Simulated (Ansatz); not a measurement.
Cost and result for the atomization energy of F₂H₃OSi₂ (`F[SiH](F)O[SiH2]`) radical (8 atoms, 7 bonds).

Cartesian coordinates in Å:
```
F 1.8747 -0.0388 1.1624
Si 1.0243 0.8411 0.1604
F 1.8624 0.9493 -1.1755
O -0.3822 0.1318 -0.1359
Si -1.3023 -1.1700 -0.5532
H 0.8289 2.1773 0.7255
H -2.7032 -0.6902 -0.7021
H -1.2028 -2.2006 0.5184
```

Charge 0, multiplicity 2. The geometry is a stationary point of PBE0-D4/def2-TZVP. It is one conformer, not always the lowest. Program: Ansatz. All runs use 4 threads of an Arm Neoverse V1 on a shared host. Times are those of one run each, without the atoms' runs, and a repeat can differ threefold. Electronic energies, without spin–orbit coupling; frozen cores. CCSD(T)/CBS adds CCSD(T) − MP2 in def2-TZVPP to the MP2 limit, and its time is that of the two runs behind it. T1 = 0.013; ⟨S²⟩ of the reference is 0.75. B3LYP takes the VWN-RPA correlation (the form of Gaussian; ORCA's B3LYP/G).

CCSD(T)/CBS is a level of theory with its own doubt, some kJ/mol a heavy atom from the limit and from the frozen cores, so smaller differences don't rank the functionals.

```
                             level  functions  wall time
              revPBE-D4/def2-TZVPP        219      2.8 s
               BHLYP-D4/def2-TZVPP        219      4.6 s
           CAM-B3LYP-D4/def2-TZVPP        219        5 s
 B3LYP-D4/def2-TZVPP (with forces)        219      5.5 s
               PBE-QIDH/def2-TZVPP        219      6.5 s
r2SCAN-D4/def2-TZVPP (with forces)        219        8 s
                  CCSD(T)/def2-SVP         93       11 s
                ωB97X-V/def2-TZVPP        219       12 s
                 B97M-V/def2-TZVPP        219       12 s
  ωB97M-V/def2-TZVPP (with forces)        219       15 s
                    MP2/def2-QZVPP        401       22 s
                CCSD(T)/def2-TZVPP        219    6.7 min
                 CCSD(T)/CBS(def2)          –    7.1 min
```

What atomization energy does each give, and how far from CCSD(T)/CBS? (Estimate.)

Ansatz gave: 
| level | atomization (kcal/mol) | difference from CCSD(T)/CBS | per bond |
| --- | --- | --- | --- |
| revPBE-D4/def2-TZVPP | 708.6 | -23.4 | -3.3 |
| BHLYP-D4/def2-TZVPP | 703.5 | -28.5 | -4.1 |
| CAM-B3LYP-D4/def2-TZVPP | 732.2 | 0.2 | 0.0 |
| B3LYP-D4/def2-TZVPP (with forces) | 723.0 | -9.0 | -1.3 |
| PBE-QIDH/def2-TZVPP | 717.4 | -14.6 | -2.1 |
| r2SCAN-D4/def2-TZVPP (with forces) | 730.4 | -1.6 | -0.2 |
| CCSD(T)/def2-SVP | 662.4 | -69.6 | -10.0 |
| ωB97X-V/def2-TZVPP | 729.8 | -2.2 | -0.3 |
| B97M-V/def2-TZVPP | 728.1 | -3.9 | -0.6 |
| ωB97M-V/def2-TZVPP (with forces) | 727.1 | -4.9 | -0.7 |
| MP2/def2-QZVPP | 746.8 | 14.8 | 2.1 |
| CCSD(T)/def2-TZVPP | 709.0 | -23.0 | -3.3 |
| CCSD(T)/CBS(def2) | 732.0 | 0.0 | 0.0 |

From BLYP to BHLYP (50 % exact exchange), in def2-TZVPP and without D4, the atomization energy moves by −16.0 kcal/mol: exact exchange takes away binding that semilocal exchange gives to molecules. The D4 term adds +6.9 kcal/mol with B3LYP and +3.6 kcal/mol with PBE0; it sums over pairs of atoms, weighted by their polarisabilities, and B3LYP, whose exchange is more repulsive, gets the larger term. In def2-TZVPP, CCSD(T) changes the Hartree–Fock value by +161.0 kcal/mol (the triples alone add +9.3 kcal/mol) and MP2 by +184.4 kcal/mol; breaking electron pairs costs correlation energy, which Hartree–Fock lacks.
